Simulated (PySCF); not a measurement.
## Ru: excitation energy

Ru [Kr] 4d7 5s1 (5F) → Ru [Kr] 4d6 5s1 5p1 (high-spin determinant), as a difference of total energies. Calculation: PySCF 2.14, in aug-cc-pwCVDZ-PP with ECP28MDF (6s6p5d3f, 70 functions); scalar relativity through the core potential. Correlated levels: valence: 4s2 4p6 frozen; valence and next inner shell: nothing frozen outside the core potential. The calculations carry no spin-orbit coupling.

| method | excitation energy (eV) |
| --- | --- |
| UHF | 1.611 |
| LDA | 3.568 |
| PBE | 3.513 |
| PBE0 | 3.235 |
| r2SCAN | 3.066 |
| CAM-B3LYP | 3.387 |
| wB97M-V | 3.197 |
| M06-2X | 3.598 |
| r2SCAN0 | 2.945 |
| MP2 (valence) | 2.882 |
| SCS-MP2 (valence) | 3.191 |
| MP2 (valence and next inner shell) | 2.725 |
| SCS-MP2 (valence and next inner shell) | 2.858 |

Task: How much does correlation contribute at MP2 (valence and next inner shell)?

Result: 2.725 − (1.611) = 1.114 eV, measured against UHF.

The determinant of the upper state mixes LS terms, which raises its energy above the lowest term, most at the Hartree-Fock and MP2 levels.
